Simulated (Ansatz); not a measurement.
The same path of CH9ClGeSi2 (14 atoms, charge 0, multiplicity 1) was run twice with different band settings. The coordinate that changes most is the dihedral H6–Si1–Ge2–Si3.

All numbers below come from RHF/def2-SVP (Ansatz 0.2.0).

Relaxed end points:

```xyz
14
Properties=species:S:1:pos:R:3
Si -1.052 -1.079 1.669
Ge 0.233 0.505 0.373
Si 1.958 -0.549 -0.951
C -0.996 1.492 -0.839
Cl -1.791 0.348 -1.983
H -2.252 -0.413 2.231
H -1.475 -2.219 0.824
H -0.219 -1.592 2.784
H 0.864 1.555 1.310
H 3.046 -1.016 -0.058
H 1.410 -1.711 -1.687
H 2.515 0.426 -1.920
H -0.467 2.228 -1.438
H -1.786 1.996 -0.289
```

```xyz
14
Properties=species:S:1:pos:R:3
Si -1.027 -1.108 1.665
Ge 0.288 0.464 0.386
Si 1.857 -0.619 -1.100
C -0.935 1.605 -0.688
Cl -1.883 0.590 -1.837
H -1.567 -2.169 0.785
H -0.173 -1.735 2.704
H -2.151 -0.402 2.328
H 1.045 1.409 1.342
H 2.953 -1.222 -0.303
H 1.185 -1.686 -1.876
H 2.434 0.377 -2.035
H -0.390 2.335 -1.281
H -1.650 2.132 -0.062
```

Common settings: climbing image yes; spring 5.0 eV/Å²; optimiser quadratic models (default); start path through a guess of the saddle point; force threshold 0.05 eV/Å; iteration limit 60; end points relaxed.

| run | movable images |
| --- | --- |
| 1 | 5 |
| 2 | 3 |

What does each run give, and how far can it be trusted?

Run 1: converged after 9 iterations, highest image 0.035 eV above the first end. A vibrational analysis at the climbing image gives one clearly imaginary mode, 77i cm⁻¹: a first-order saddle point.
Run 2: converged after 11 iterations, highest image 0.035 eV above the first end. Another band between the same ends (5 images) ends at a top of the same energy, where a vibrational analysis finds 1 clearly imaginary mode. So few images can step over the top or miss a turn of the path.
